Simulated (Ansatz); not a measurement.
Input for Ansatz (a quantum-chemistry and plane-wave program): R-CCSD(T)/def2-QZVPPD on BrH3Si (SMILES [SiH3]Br). The basis file is the Basis Set Exchange's JSON of that set.

Ansatz 0.2 input:
```yaml
crystal:
  periodic: [false, false, false]
  atoms:
    - {symbol: Si, position_ang: [-0.09735619, -0.09735552, -0.09735552]}
    - {symbol: Br, position_ang: [1.19312780, 1.19312988, 1.19312988]}
    - {symbol: H, position_ang: [0.77836672, -0.93707205, -0.93707205]}
    - {symbol: H, position_ang: [-0.93706917, 0.77837066, -0.93707298]}
    - {symbol: H, position_ang: [-0.93706917, -0.93707298, 0.77837066]}
basis:
  gaussian:
    orbitals: def2-QZVPPD.json
magnetization: {spin_polarized: false}
correlation: {method: ccsd_t, electrons: outside_noble_gas}
scf: {lower_state_search: off}
```

Q: Give the final energy of this run.

A: -2863.5750 hartree (reference determinant -2863.2084, T1 diagnostic 0.009).

Q: How many basis functions does it have, and what does it roughly cost on one machine?

A: 273 functions; around 100 core-seconds (rough).
